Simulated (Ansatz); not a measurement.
Isolated molecules relaxed with PBE0-D4/def2-TZVP in Ansatz; ΔE leaves out vibrations. CBS: MP2 limit from def2 TZ/QZ plus the TZ coupled-cluster correction, frozen cores. This one scheme is used for every species. For Ge outer-core shells are correlated without core-valence functions, which leaves a few kJ/mol of doubt a bond. Scalar relativity is left out up to krypton. Each species was taken in one conformer, which may not be the lowest.

`[Cl][GeH]([Cl])[Cl]` + H₂S → `[SH][GeH]([Cl])[Cl]` + HCl  (ligand exchange at a Ge–Cl bond)

```json
{"level": "CCSD(T)/def2-SVP", "ΔE (kJ/mol)": "27.1"}
{"level": "SCS-MP2/def2-TZVPP", "ΔE (kJ/mol)": "23.3"}
{"level": "HF/def2-QZVPP", "ΔE (kJ/mol)": "33.2"}
{"level": "MP2/CBS(def2)", "ΔE (kJ/mol)": "19.8"}
```

(1) What does CCSD(T)/CBS give? (Estimate.)

(2) What do rigid-rotor, harmonic-oscillator terms from PBE0-D4/def2-TZVP frequencies (298.15 K, 1 bar) make of the CCSD(T)/CBS value? (An estimate is asked.)

Largest T1 diagnostic among the species: 0.010.

Answers

(1) Ansatz gave: +20.6 kJ/mol. The listed levels differ from it by 6.5, 2.7, 12.6, -0.8 kJ/mol.

(2) Ansatz gave: ΔZPE = -1.1 kJ/mol, ΔH = +20.5 kJ/mol, ΔS = 6 J/(mol·K), ΔG = +18.8 kJ/mol.

In def2-TZVPP, CCSD(T) changes the Hartree–Fock value by −11.1 kJ/mol (the triples alone add −1.4 kJ/mol) and MP2 by −12.0 kJ/mol. Leaving LDA and LC-ωPBE aside and taking each functional with its dispersion term where it has one, the values, not all of them listed here, spread over 7.0 kJ/mol, from revPBE-D4 to B97M-V.
